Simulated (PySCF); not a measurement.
# Different ions with I ligands: linear complexes compared

All values are computed with PySCF: state-averaged CASSCF of the d shell with SC-NEVPT2, spin-free X2C, triple-zeta basis on the metal and double-zeta on the ligands, mean-field spin-orbit coupling; model geometries with bond lengths from ionic radii.

| complex | point group | M–L / Å | L–M–L / ° | solvent |
| --- | --- | --- | --- | --- |
| NiI2 | D∞h | 2.51 | 180 | none |
| VI2 | D∞h | 2.61 | 180 | none |
| CrI2 | D∞h | 2.62 | 180 | none |
| MnI2 | D∞h | 2.65 | 180 | none |
| CuI2 | D∞h | 2.55 | 180 | none |

For CuI2 the d shell alone is too small an active space: its values show what this model gives and aren't sound predictions.

Rank by the nephelauxetic ratio at CASSCF level, lowest first.
A. CrI2
B. VI2
C. NiI2
D. MnI2

B (0.894), A (0.921), D (0.940), C (0.956).

Rank by the spin-orbit constant ζ, lowest first.
A. VI2
B. CuI2
C. NiI2
D. CrI2
E. MnI2

A (160 cm⁻¹), D (221 cm⁻¹), E (298 cm⁻¹), C (637 cm⁻¹), B (796 cm⁻¹).

What are the ground states and moments?


```tsv
complex	shell	ground state (NEVPT2)	total orbital splitting (CASSCF fit) / cm⁻¹	μeff(300 K) / μB
NiI2	d8	3Σg-	2833	5.22
VI2	d3	4Σg-	3364	3.80
CrI2	d4	5Σg+	3404	4.42
MnI2	d5	6Σg+	3467	5.92
CuI2	d9	2Σg+	2564	2.89
```

In CrI2 the next state lies within 300 cm⁻¹ of the lowest, inside the method's error, so which of them is lowest is undecided.

The linear shape is imposed. Real complexes may take another, with another ground state.
